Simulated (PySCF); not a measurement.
## Telling isomers of C$_{10}$H$_{12}$ apart by NMR

All values are calculated (PySCF 2.14): NMR shieldings at PBE0/pcSseg-1/GIAO, PBE0-D3(BJ)/def2-SVP geometry. No solvent, one computed conformer, rapidly exchanging positions averaged, relativity neglected.

Scale: ¹H, ¹³C against TMS (reference shieldings calculated alike). Where no couplings were computed, multiplicities follow the n + 1 count of equivalent neighbours, and m marks all less simple cases (inequivalent or close neighbours, rings, F or P nearby). Shifts are as computed. Against solution values, carbons near 30 ppm lie about +2 ppm off and those near 130 ppm about +5 ppm. Of 1211 compounds with measured shifts, 218 miss one by over three times the rms of a fit or turn the order of signals round; such compounds aren't used in these exercises.

(1) Tabulate the signals of `c1ccc2c(c1)CCCC2`, `C=Cc1cccc(CC)c1` and their relative energies.

(2) What is the quickest way to tell c1ccc2c(c1)CCCC2 from C=Cc1cccc(CC)c1?

## Answers

(1) 
| SMILES | carbon types | δC | δH | E rel. (kcal/mol) |
| --- | --- | --- | --- | --- |
| c1ccc2c(c1)CCCC2 | 2×C 4×CH 4×CH2 | 141.4, 134.7, 131.1, 32.0, 25.7 | 7.21 (m, 2H), 7.15 (m, 2H), 2.70 (m, 4H), 1.66 (m, 4H) | 0.0 |
| C=Cc1cccc(CC)c1 | 2×C 5×CH 2×CH2 1×CH3 | 150.3, 145.0, 141.1, 134.3, 134.1, 133.4, 127.6, 118.3, 33.6, 21.2 | 7.75 (s, 1H), 7.36 (m, 1H), 7.16 (d, 1H), 7.00 (d, 1H), 6.62 (m, 1H), 6.20 (m, 1H), 5.53 (m, 1H), 2.49 (q, 2H), 1.16 (t, 3H) | 21.5 |

Energies are electronic energies at PBE0/pcSseg-1 on these geometries, without zero-point or thermal terms, each for the one conformer computed, which needn't be the lowest.

(2) Count the carbon signals: 5 against 10. The first has an sp3 CH2 in a ring at 25.7 ppm, the second a terminal =CH2 carbon at 118.3 ppm. Their most deshielded carbons lie at 141.4 and 150.3 ppm. In the proton spectra the most deshielded non-exchanging signals are 7.21 (m, 2H) and 7.75 (s, 1H).
